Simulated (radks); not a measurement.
Results of a calculation; reference values are marked as such.
Fractional charge and spin in the 5s shell of indium: the spin-up occupation runs from 0 to 1 and the spin-down occupation from 0 to 1; the fullest corner is In, [Kr] 4d10 5p(up 0.5, down 0.5) 5s(up 1, down 1). Level of theory: scalar-relativistic Kohn-Sham, BLYP, spin-polarised, spherical densities, point nucleus (a radial shooting solver on a logarithmic mesh with Libxc functionals). Energy (eV) above the fullest corner. The planes named below are the two flat planes that join the four corners, with an edge along up + down = one added electron.

down \ up       0    0.25     0.5    0.75       1
0          32.191  26.287  20.921  16.083  11.763
0.25       26.287  20.968  16.175  11.895   8.119
0.5        20.921  16.175  11.940   8.204   4.954
0.75       16.083  11.895   8.204   4.996   2.255
1          11.763   8.119   4.954   2.255   0.000

Corners above the fullest one (they belong to In+ and the next ion): (up 1, down 0) 11.763 eV, (up 0, down 1) 11.763 eV, (up 0, down 0) 32.191 eV. With half an added electron in each spin the energy lies 0.176 eV from the planes, and with half an added electron in spin up alone -1.056 eV. The planes are only a guide here: the flat-plane condition holds for ground states with one frontier orbital, while this shell lies below other occupied shells, so the corners above the fullest one are inner-hole states and not the ground states of those ions.
